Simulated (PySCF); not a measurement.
## A small calculation by hand: oscillator strength and radiative lifetime

Si(Cl)(SiH3) (ClH3Si2), SMILES [Si]([SiH3])Cl (connectivity only; charge and spin as stated), neutral, multiplicity 1.

Geometry optimised at ωB97X-D3(BJ)/def2-TZVP.

PySCF with TDA-LC-ωPBE/def2-SVPD puts the first singlet state with f over 0.02 at 5.10 eV (vertical), with the transition dipole (0.140, 0.446, 0.000) in atomic units.

Task: Find the oscillator strength, the wavelength and the radiative lifetime that this transition would have in vacuum if emission retraced absorption.

Result: 
|μ|² = 0.2185 au, so |μ| = 1.19 D. ΔE = 5.10/27.211 = 0.1874 hartree. f = (2/3) ΔE |μ|² = 0.027 (the program prints 0.027).
λ = 1239.84/5.10 = 243 nm; ν = 41134 cm⁻¹.
Einstein's coefficient A = 0.6670 ν² f s⁻¹ (ν in cm⁻¹) = 3.1e7 s⁻¹, so τ = 1/A = 32 ns. This state is S2; the lower singlet has f = 0.006. The figure is the radiative limit of this one transition; relaxation, internal conversion, crossing to triplets and a medium change what is measured.
